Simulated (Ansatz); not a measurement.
Consider the isomerisation: `N=C=CBr` → `N#CCBr`.

Program: Ansatz. Geometries: PBE0-D4/def2-TZVP. ΔE: electronic, gas phase. CCSD(T)/CBS is the MP2 limit (def2-TZVPP, def2-QZVPP) plus CCSD(T) − MP2 in def2-TZVPP, frozen cores. For Br outer-core shells are correlated without core-valence functions, which leaves a few kJ/mol of doubt a bond. Scalar relativity is left out up to krypton. Each species was taken in one conformer, which may not be the lowest.

`N=C=CBr`:

```xyz
6

N     0.366   -1.478   -0.623
C     0.164   -0.402   -0.093
C    -0.092    0.682    0.585
Br   -1.798    1.472    0.521
H     0.711   -1.453   -1.581
H     0.649    1.179    1.192
```

`N#CCBr`:

Cartesian coordinates in Å:
```
N 2.078 -0.468 0.416
C 0.963 -0.253 0.244
C -0.445 0.003 0.049
Br -0.751 1.124 -1.504
H -0.861 0.523 0.909
H -0.983 -0.929 -0.115
```

```
  species  CCSD(T)/CBS(def2) energy (Eh)
`N=C=CBr`                    -2705.25870
 `N#CCBr`                    -2705.30005
```

Problem. Work out ΔE.

Solution. ΔE = (-2705.30005) − (-2705.25870) = -0.04135 Eh = -25.9 kcal/mol.

Largest T1 diagnostic among the species: 0.012.

From BLYP to BHLYP (50 % exact exchange), in def2-TZVPP and without D4, ΔE moves by −4.0 kcal/mol. Leaving LDA and LC-ωPBE aside and taking each functional with its dispersion term where it has one, the values, not all of them listed here, spread over 6.6 kcal/mol, from PBE-QIDH to PBE-D4. LDA lies +3.6 kcal/mol from PBE without D4.
